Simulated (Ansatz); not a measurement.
Two isomers of C2H2ClFGe: A = `F[C]1=[C](Cl)[GeH2]1`, B = `[F][Ge]1([Cl])[CH]=[CH]1`.

Calculated with Ansatz (gas phase, PBE0-D4/def2-TZVP geometries, no zero-point term in ΔE). CBS: MP2 limit from def2 TZ/QZ plus the TZ coupled-cluster correction, frozen cores. DFT in def2-TZVPP. B3LYP here is the variant with VWN-RPA as its local correlation; programs differ in this. For Ge outer-core shells are correlated without core-valence functions, which leaves a few kJ/mol of doubt a bond. Scalar relativity is left out up to krypton.

Which isomer does CCSD(T)/CBS put lower? Give the gap. (Estimate.)

Ansatz gave: B, by 61.6 kcal/mol.

Give E(B) − E(A) in kcal/mol with B3LYP-D4, LDA (SPW92), MP2/def2-TZVPP, BLYP-D4, B3LYP, ωB97M-V, B2PLYP. (Estimate.)

Computed: B3LYP-D4 -57.1, LDA (SPW92) -47.9, MP2/def2-TZVPP -62.7, BLYP-D4 -54.2, B3LYP -57.1, ωB97M-V -59.8, B2PLYP -59.8. None reverses the order clearly.

Does the order hold for the free energy at 298.15 K (harmonic terms from PBE0-D4)? (Estimate.)

The calculation gave: Yes: G(B) − G(A) = -58.8 kcal/mol.

Largest T1 diagnostic: 0.013.

In def2-TZVPP, CCSD(T) changes the Hartree–Fock value by +5.8 kcal/mol (the triples alone add +1.1 kcal/mol) and MP2 by +4.3 kcal/mol. From BLYP to BHLYP (50 % exact exchange), in def2-TZVPP and without D4, E(B) − E(A) moves by −7.2 kcal/mol.
